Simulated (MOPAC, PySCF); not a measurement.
Breaking a bond: OH (anion, charge -1), singlet.

Levels of theory: UKS-PBE = PySCF with unrestricted PBE/aug-cc-pVDZ; CASSCF(8,5)/aug-cc-pVDZ (PySCF); PM3, restricted, heats of formation (MOPAC); UKS-CAM-B3LYP = unrestricted CAM-B3LYP/aug-cc-pVDZ in PySCF 2.14.0; RKS-BP86/6-31G* = restricted BP86/6-31G*, spherical d (PySCF 2.14.0).

Energies are in kJ/mol, each relative to the lowest point of its own curve near equilibrium.

```tsv
R / Å	UKS-PBE	CASSCF(8,5)	PM3	UKS-CAM-B3LYP	RKS-BP86/6-31G*
0.73	265.5	254.1	160.8	251.9	275.9
0.77	166.6	157.3	99.6	155.2	176.4
0.83	71.7	65.6	38.3	63.7	80.0
0.87	34.5	30.4	14.7	28.7	41.2
0.91	12.4	___	2.5	8.9	17.1
0.95	2.0	1.2	0.0	___	4.1
0.97	___	0.0	1.8	0.0	0.9
0.98	0.0	0.1	3.4	___	0.0
1.02	3.4	4.2	13.6	6.0	0.2
1.07	15.0	15.9	___	20.4	7.2
1.12	32.2	32.3	58.2	40.3	19.4
1.20	66.9	63.8	103.0	79.3	45.6
1.31	121.3	110.2	163.8	139.1	87.7
1.46	195.9	169.6	236.1	220.5	146.5
1.60	259.6	217.3	300.3	289.6	197.6
1.72	307.3	251.8	360.6	334.8	236.9
1.94	369.9	300.7	474.9	386.3	297.4
2.12	401.5	328.8	551.3	409.7	336.2
2.39	424.5	—	631.2	428.4	—
2.61	432.7	—	676.9	436.7	—
2.87	437.8	—	715.4	444.1	—
3.40	442.1	—	759.5	453.7	—
3.85	441.8	—	___	458.1	—
```

Task: Complete the blanks.

Result: 
- 0.91, CASSCF(8,5): 10.2
- 0.95, UKS-CAM-B3LYP: 0.7
- 0.97, UKS-PBE: 0.2
- 0.98, UKS-CAM-B3LYP: 0.4
- 1.07, PM3: 33.3
- 3.85, PM3: 777.5

Dashes: no converged value, or the column stops at the first point that the program doubted or that broke a chosen test of continuity, which isn't proof of a fault.

The unrestricted determinant behind UKS-PBE is spin-contaminated at 1.72 to 3.85 Å (<S²> up to 1.0, against 0.00 for a pure singlet). At the longest distance UKS-PBE leaves fractional charges on the fragments, a sign of delocalisation error or of the restricted form. Where the anion isn't bound against loss of the electron, the finite basis alone holds it. The natural occupations jump between 2.12 and 2.39 Å in the active space behind CASSCF(8,5). The restricted form behind PM3, RKS-BP86/6-31G* keeps the bonding electrons paired and can't separate into open-shell fragments. The unrestricted determinant behind UKS-CAM-B3LYP is spin-contaminated at 1.60 to 3.85 Å (<S²> up to 1.0, against 0.00 for a pure singlet).
